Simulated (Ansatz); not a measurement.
CH3InSi: where a starting geometry ends

The starting geometry of this gas-phase singlet was optimised with GFN2-xTB.

```yaml
atoms:
  - { symbol: C, position_ang: [-0.8915, -0.6076, -1.1373] }
  - { symbol: In, position_ang: [-2.8701, -0.5474, -2.5299] }
  - { symbol: Si, position_ang: [-1.4598, 1.0705, -0.6263] }
  - { symbol: H, position_ang: [-1.2604, -1.4071, -0.4799] }
  - { symbol: H, position_ang: [-0.2673, 1.9213, -1.0065] }
  - { symbol: H, position_ang: [0.1611, -0.7813, -1.3575] }
```

Q: Where would you expect an optimisation with PBE0-D3(BJ)/def2-SVP to take it?

A: A bond breaks, leaving `C=[SiH][In]`. Contacts that open: C1–In2 (2.42 → 3.67 Å).

The energy falls by 0.40 eV over 22 steps:

| step | E − E(last) (eV) |
| --- | --- |
| 1 | 0.398 |
| 3 | 0.184 |
| 6 | 0.085 |
| 8 | 0.035 |
| 10 | 0.014 |
| 13 | 0.007 |
| 15 | 0.005 |
| 17 | 0.002 |
| 20 | 0.000 |
| 22 | 0.000 |

Final geometry (Å):

```xyz
6

C    -0.4939   -0.7092   -0.9049
In   -3.7894    0.0613   -2.3249
Si   -1.3432    0.7475   -1.3319
H    -0.9415   -1.7009   -1.0465
H    -0.5357    1.9892   -1.0511
H     0.5157   -0.7395   -0.4781
```

Frequencies at the end are all real (lowest 45 cm⁻¹). Atoms past krypton carry core potentials, without spin–orbit terms. Run with Ansatz 0.2.0, 34 s on 2 threads of Arm Neoverse V2, on a shared host.
